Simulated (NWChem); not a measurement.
C$_{2}$H$_{2}$Br$_{2}$; SMILES Br/C=C\Br

All runs: NWChem. Geometry: optimised at B3LYP/6-31G* (spherical d). Level: PBE/def2-SVP with SMD (1 M gas to 1 M solution), gas-phase geometry.

Question: What does the run give for solvent toluene? Quantities: solvation free energy (kcal/mol); cavity-dispersion-structure term (kcal/mol); dipole in solution (D).

Answer: 
```json
{
 "solvation free energy (kcal/mol)": "-4.9",
 "cavity-dispersion-structure term (kcal/mol)": "-3.6",
 "dipole in solution (D)": "1.75"
}
```
